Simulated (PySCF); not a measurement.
C₃F₇, SMILES FC(F)(F)C([C](F)F)(F)F (connectivity only; charge and spin as stated), charge +1, multiplicity 1. Atoms are numbered in the order given.

```xyz
10

F     -0.4938    -1.9425     1.0572
C     -0.1428    -1.4036     0.0000
F     -0.4938    -1.9425    -1.0572
C      0.6712    -0.0743     0.0000
F      1.4057    -0.0657     1.0987
F      1.4057    -0.0657    -1.0987
C     -0.3614     1.1270     0.0000
F      0.2953     2.2524     0.0000
F     -1.1152     0.9990     1.0857
F     -1.1152     0.9990    -1.0857
```
Charge +1, spin multiplicity 1.

Coordinates come from a B3LYP-D3(BJ)/def2-SVP optimisation. The geometry has at least one imaginary mode, so it is a saddle point at that level. The spin state was assumed, not searched. The isomer is the one that the SMILES or the coordinates give; other isomers of the formula were not compared. The values are those of a single conformer.

The numbers are results of PBE0/def2-SVP (PySCF), not measurements.

Isolated molecule, no solvent.

The total energy is -811.41116 hartree and the point group comes out as Cs. The highest occupied level is -16.44 eV and the lowest empty level comes out as -11.08 eV. The orbital gap is 5.36 eV. The dipole moment about the centre of nuclear charge is 4.89 D. The mean static polarisability comes out as 32.5 bohr³ (4.81 Å³) and the polarisability, principal values is 27.5, 32.5, 37.4 bohr³.
